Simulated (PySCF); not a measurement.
**UHF on Rb⁺ (rubidium, charge +1)**

Configuration: [Kr], closed-shell 1S. Calculation: PySCF 2.14, in def2-SVP with the def2 core potential (28 electrons) (5s3p2d, 24 functions); scalar relativity through the core potential.

```
Total energy             : -23.662541 hartree
One-electron energy      : -37.7043 hartree
Hartree (Coulomb) energy : 17.3556 hartree
Exchange energy          : -3.3138 hartree
⟨S²⟩                     : 0.0000
⟨L²⟩                     : 0.000
Sum of ⟨r⟩               : 13.42 bohr
Sum of ⟨r²⟩              : 25.59 bohr²
Time after the integrals : 0.04 s of wall time on 1 thread of Intel(R) Xeon(R) Platinum 8488C (shared host)
```

```csv
shell,electrons,mean orbital energy (eV),"rms radius, mean of both spins (bohr)"
4s,2,-48.396,1.58
4p,6,-27.500,1.85
```

Energies and moments cover only the electrons outside the core potential.
